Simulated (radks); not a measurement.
Values are calculated unless marked as measured or tabulated.
Charge is removed step by step from the 1s up level of neutral hydrogen, starting from 1s(up 1, down 0). Level of theory: scalar-relativistic Kohn-Sham, PBEsol, spin-polarised, spherical densities, finite nucleus; Gaussian nuclear charge, rms radius 0.8783 fm (a radial shooting solver on a logarithmic mesh with Libxc functionals).

| removed (e) | E - E(0) (eV) | eigenvalue (eV) |
|---|---|---|
| 0 | 0.000 | -7.391 |
| 0.25 | 2.224 | -10.433 |
| 0.5 | 5.226 | -13.583 |
| 0.75 | 8.998 | -16.498 |

The mean slope of the eigenvalue, de/dn, is 12.1 eV per electron.
